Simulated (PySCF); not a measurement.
2-bromopropene: adiabatic energies of losing or gaining an electron at several levels

Structure: `C=C(C)Br` (C3H5Br).

All levels share the PBE0-D3(BJ)/def2-SVP structures and the PBE0-D3(BJ)/def2-SVP thermal terms; only the single-point energies (PySCF) change. Values are adiabatic energies of losing or gaining an electron (0 K, eV).

| level | ionisation energy to the radical cation | time |
| --- | --- | --- |
| HF/def2-TZVPD | 8.17 | 18 s |
| B3LYP/def2-SVPD (grid 2, guess 1e, max cycle 100, fallback True) | 9.17 | 2.6 min |
| ωB97X-D3(BJ)/ma-def2-TZVP | 9.28 | – |
| ωB97X-D3(BJ)/def2-SVPD (grid 1) | 9.32 | 20 s |

Times are wall times for all single points of a level on 1 thread of Intel Xeon Platinum 8488C, a shared host; the dash marks the run that also made the structures.

Hartree-Fock leaves out electron correlation, so its ionisation energies and electron affinities from energy differences come out too low, often by 1 eV or more.

The spread: 1.14 eV, from 8.17 to 9.32.

Known limits: spin-orbit coupling is left out of the energies, which matters for open shells on the heavier atoms; atoms from Ga to Kr are treated without relativity.

Differences come from unrounded values, so a last digit can differ from that of the printed terms.
